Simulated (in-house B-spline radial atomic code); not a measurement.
**BHandHLYP excitations of B II (B+)**

Method: BHandHLYP. Computed with an all-electron radial atomic-structure program (B-spline basis): linear response of the closed shell [He] 2s2 with the functional's adiabatic kernel; non-relativistic, point nucleus, no spin-orbit coupling, no double excitations, S, P, D and F terms only.

Command:
```bash
python run_td.py task.json out
```
Settings (radii: box in bohr, nucleus in fm):
```
Z                        5
electrons                4
configuration            [He] 2s2
hamiltonian              nr
method                   bhandhlyp
box_radius               41.61
intervals                50
```

Run time, properties included: 0.1 s on 1 thread of Intel(R) Xeon(R) 6975P-C (Granite Rapids), on a shared host.

The lowest states, in the order of their Tamm-Dancoff energies; the method's threshold (minus the highest occupied level) is 21.962 eV. Labels give the largest channel, * marks a mixed state, and oscillator strengths are full-response dipole values. Measured ¹D terms are left out, since they can mix with doubly excited terms. Semilocal kernels can invert the small singlet-triplet splittings of Rydberg terms. Energies in eV:

```json
{"state": "2s → 2p 3P", "full response": "?", "Tamm-Dancoff": "?", "oscillator strength": "-", "measured (J-weighted term)": "?"}
{"state": "2s → 2p 1P", "full response": "8.390", "Tamm-Dancoff": "8.890", "oscillator strength": "0.976", "measured (J-weighted term)": "9.100"}
{"state": "2s → 3s 3S", "full response": "15.085", "Tamm-Dancoff": "15.095", "oscillator strength": "-", "measured (J-weighted term)": "16.090"}
{"state": "2s → 3s 1S", "full response": "15.806", "Tamm-Dancoff": "15.828", "oscillator strength": "-", "measured (J-weighted term)": "-"}
{"state": "2s → 3p 3P", "full response": "16.586", "Tamm-Dancoff": "16.597", "oscillator strength": "-", "measured (J-weighted term)": "17.853"}
{"state": "2s → 3p 1P", "full response": "16.788", "Tamm-Dancoff": "16.807", "oscillator strength": "0.085", "measured (J-weighted term)": "17.866"}
{"state": "2s → 3d 3D", "full response": "17.464", "Tamm-Dancoff": "17.471", "oscillator strength": "-", "measured (J-weighted term)": "18.678"}
{"state": "2s → 3d 1D", "full response": "?", "Tamm-Dancoff": "?", "oscillator strength": "-", "measured (J-weighted term)": "-"}
{"state": "2s → 4s 3S", "full response": "18.878", "Tamm-Dancoff": "18.881", "oscillator strength": "-", "measured (J-weighted term)": "-"}
{"state": "2s → 4s 1S", "full response": "19.082", "Tamm-Dancoff": "19.089", "oscillator strength": "-", "measured (J-weighted term)": "-"}
{"state": "2s → 4p 3P", "full response": "19.369", "Tamm-Dancoff": "19.372", "oscillator strength": "-", "measured (J-weighted term)": "-"}
{"state": "2s → 4p 1P", "full response": "19.436", "Tamm-Dancoff": "19.440", "oscillator strength": "0.033", "measured (J-weighted term)": "-"}
{"state": "2s → 4d 3D", "full response": "19.682", "Tamm-Dancoff": "19.684", "oscillator strength": "-", "measured (J-weighted term)": "-"}
{"state": "2s → 4d 1D", "full response": "19.760", "Tamm-Dancoff": "19.760", "oscillator strength": "-", "measured (J-weighted term)": "-"}
{"state": "2s → 4f 1F", "full response": "19.894", "Tamm-Dancoff": "19.894", "oscillator strength": "-", "measured (J-weighted term)": "-"}
{"state": "2s → 4f 3F", "full response": "19.917", "Tamm-Dancoff": "19.917", "oscillator strength": "-", "measured (J-weighted term)": "-"}
```

Task: Where does 2s → 3d 1D lie?

Result: At 17.616 eV in full response, 17.617 eV in Tamm-Dancoff.

Task: Where does 2s → 2p 3P lie?

Result: At 3.122 eV in full response, 3.852 eV in Tamm-Dancoff; measured 4.631 eV.

Task: How large is the singlet-triplet splitting of 2s → 2p (P terms) in Tamm-Dancoff?

Result: 5.04 eV, from the unrounded values.

Task: What polarisabilities and dispersion coefficient does the method give?

Result: Dipole 11.01 bohr³, quadrupole 28.47 bohr⁵, C6 30 hartree·bohr⁶ for two such species.
